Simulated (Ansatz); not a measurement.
`[Cl][SnH2][Si](Cl)(Cl)Cl` and `B[Si](Cl)(Cl)Cl` differ in one atom or group.

Ansatz, PBE0-D4/def2-TZVP geometries, multiplicity 1. Each molecule was computed in one conformer, which needn't be the lowest.

Elements past krypton have def2 core potentials.

```
                               property  `[Cl][SnH2][Si](Cl)(Cl)Cl`
  LUMO energy (ωB97M-V/def2-TZVPP) / eV                        0.30
    LUMO energy (B3LYP/def2-TZVPP) / eV                       -1.65
      HOMO energy (PBE/def2-TZVPP) / eV                       -7.07
      LUMO energy (PBE/def2-TZVPP) / eV                       -2.25
    HOMO–LUMO gap (PBE/def2-TZVPP) / eV                        4.82
HOMO–LUMO gap (ωB97M-V/def2-TZVPP) / eV                       10.55
```

(1) What does the change do to each property? (Best estimate.)

Results:

(1) The calculation gave: 
```json
{"property": "LUMO energy (ωB97M-V/def2-TZVPP) / eV", "`B[Si](Cl)(Cl)Cl`": "-1.10", "shift": "-1.40"}
{"property": "LUMO energy (B3LYP/def2-TZVPP) / eV", "`B[Si](Cl)(Cl)Cl`": "-3.28", "shift": "-1.63"}
{"property": "HOMO energy (PBE/def2-TZVPP) / eV", "`B[Si](Cl)(Cl)Cl`": "-7.46", "shift": "-0.39"}
{"property": "LUMO energy (PBE/def2-TZVPP) / eV", "`B[Si](Cl)(Cl)Cl`": "-4.07", "shift": "-1.82"}
{"property": "HOMO–LUMO gap (PBE/def2-TZVPP) / eV", "`B[Si](Cl)(Cl)Cl`": "3.39", "shift": "-1.43"}
{"property": "HOMO–LUMO gap (ωB97M-V/def2-TZVPP) / eV", "`B[Si](Cl)(Cl)Cl`": "9.75", "shift": "-0.80"}
```

With PBE0 the HOMO falls by 0.47 eV and the LUMO falls by 1.65 eV, so the gap narrows by about 1.18 eV. PBE moves the HOMO by -0.39 eV and ωB97M-V by -0.61 eV.

B3LYP here is the variant with VWN-RPA as its local correlation; programs differ in this.
